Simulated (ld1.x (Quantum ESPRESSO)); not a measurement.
**u(r) = r·R(r): atom against pseudo-atom (boron (B))**

Columns: radius, all-electron u(r) and pseudo u(r) of the 2s shell (level -11.59 eV) of boron in the configuration [He] 2s2 2p0.75; PBEsol, non-relativistic, RRKJ scheme, ld1.x (Quantum ESPRESSO) 7.5.

| r (bohr) | all-electron | pseudo |
| --- | --- | --- |
| 0.182 | 0.3108 | -0.0832 |
| 0.365 | 0.1395 | -0.1747 |
| 0.548 | -0.1247 | -0.2814 |
| 0.730 | -0.3592 | -0.4048 |
| 0.912 | -0.5360 | -0.5350 |
| 1.095 | -0.6541 | -0.6478 |
| 1.277 | -0.7194 | -0.7180 |
| 1.460 | -0.7439 | -0.7439 |
| 1.642 | -0.7380 | -0.7380 |
| 1.825 | -0.7109 | -0.7109 |
| 2.007 | -0.6703 | -0.6703 |
| 2.190 | -0.6214 | -0.6214 |
| 2.372 | -0.5688 | -0.5688 |
| 2.555 | -0.5149 | -0.5149 |
| 2.738 | -0.4622 | -0.4622 |
| 2.920 | -0.4121 | -0.4121 |
| 3.102 | -0.3653 | -0.3653 |
| 3.285 | -0.3220 | -0.3220 |
| 3.468 | -0.2828 | -0.2828 |
| 3.650 | -0.2476 | -0.2476 |
| 3.832 | -0.2163 | -0.2163 |
| 4.015 | -0.1883 | -0.1883 |
| 4.198 | -0.1636 | -0.1636 |
| 4.380 | -0.1419 | -0.1419 |
| 4.562 | -0.1230 | -0.1230 |
| 4.745 | -0.1063 | -0.1063 |

Question: How many radial nodes do the two functions have?

Answer: The all-electron 2s function has n − l − 1 = 1; the pseudo-wave has 0, since the states of the same l below it are removed with the core.

Question: At about which radius was the pseudo-wave matched?

Answer: 1.55 bohr, where the columns begin to agree (steps of 0.18 bohr).

Question: Is the pseudo-wave norm-conserving?

Answer: Yes: the RRKJ scheme keeps the norm inside the radius equal to the all-electron one, which fixes the energy derivative of the logarithmic derivative at the level.
